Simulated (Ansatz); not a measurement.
System: sum formula H3SiO3, net charge 0, doublet state. It need not be the lowest isomer of its formula. SMILES: [O][SiH](O)O
Geometry from a B3LYP-D3(BJ)/def2-TZVP (Ansatz, a first-principles code) optimisation:
```xyz
7

O     -0.6455     1.3335    -0.7219
Si    -0.0450     0.1448     0.2714
O      1.5193    -0.0804    -0.1559
O     -0.8702    -1.2691     0.2661
H     -0.2473     0.7375     1.6065
H      1.9211    -0.9282     0.0511
H     -1.0718    -1.7078    -0.5643
```
Charge 0, spin multiplicity 2.

Atomisation energy built up term by term with Ansatz (kcal/mol; UHF references for open shells; valence terms freeze the core; atomic spin-orbit terms are left out). Basis-set limits of correlation are two-point, X^-3; Hartree-Fock from the larger set.

```json
[
 {"term": "Hartree-Fock", "basis": "aug-cc-pV(Q+d)Z", "kcal/mol": "436.95"},
 {"term": "CCSD correlation", "basis": "CBS(aug-cc-pV(T+d)Z,aug-cc-pV(Q+d)Z)", "kcal/mol": "179.56"},
 {"term": "(T)", "basis": "CBS(aug-cc-pV(T+d)Z,aug-cc-pV(Q+d)Z)", "kcal/mol": "11.42"},
 {"term": "core correlation", "basis": "cc-pwCVTZ", "kcal/mol": "0.89"},
 {"term": "scalar relativity (X2C)", "basis": "cc-pVTZ-DK against cc-pVTZ", "kcal/mol": "-1.55"},
 {"term": "sum: De", "basis": "", "kcal/mol": "627.3"}
]
```

(T) makes 1.8 % of the CCSD(T) atomisation energy; under 5 % is typical of single-reference molecules.
